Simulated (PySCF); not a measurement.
## SrTl⁺: one state, many levels of theory

State: ¹Σ⁺ (singlet), closed shell. Set-up: basis Sr def2-SVP with ECP28, Tl def2-SVP with ECP60; scalar-relativistic core potentials; PySCF 2.14. De refers to Sr⁺ + Tl in their high-spin ground configurations, without counterpoise correction. A positive dipole points towards Tl; it is taken about the centre of mass and depends on that origin.

| Level | Re (Å) | ωe (cm⁻¹) | De (eV) | μ (D) | CPU s a point (SCF and correlation, without the integrals) |
| --- | --- | --- | --- | --- | --- |
| RHF-MP2 | 3.816 | 71.7 | n/a | n/a | 0.08 |
| RHF-SCS-MP2 | 3.862 | 68.6 | n/a | n/a | n/a |
| RHF-CCSD | 3.831 | 70.8 | n/a | n/a | n/a |
| RHF-CCSD(T) | 3.820 | 71.4 | n/a | n/a | 1.8 |
| LDA | 3.724 | 75.3 | n/a | -6.69 | 0.35 |
| PBE | 3.850 | 68.9 | n/a | -6.66 | 0.62 |
| r²SCAN | 3.824 | 72.3 | n/a | -7.26 | 0.74 |
| PBE0 | 3.832 | 71.6 | n/a | -7.01 | 0.94 |
| M06 | 3.835 | 69.8 | n/a | -4.98 | 0.75 |
| MN15 | 3.785 | 72.0 | n/a | -5.62 | 0.75 |

Problem. What does a quarter of exact exchange do here, going from PBE to PBE0?

Solution. PBE0 less PBE: -1.8 pm in Re, +3.9 % in ωe. Exact exchange removes part of the self-interaction that spreads semilocal densities, and in most molecules shortens and stiffens the bond and lowers De; so it does here.

Problem. What does the gradient correction do here, going from LDA to PBE?

Solution. PBE less LDA: +12.6 pm in Re, -8.5 % in ωe. The gradient correction favours the more uneven density of free atoms, so it tends to lengthen bonds and takes away much of the overbinding of LDA; so it does here.

Correlated steps freeze 4 core orbitals. Closed-shell solutions of metal pairs were not tested for spin polarisation, which can lower them a little. Spin–orbit coupling is left out, which matters for elements this heavy, above all for dissociation energies.

The whole job (state search and all levels along the bond) took about 1.7 min on 1 thread of Arm Neoverse V2 (shared host), peak memory 0.59 GiB.
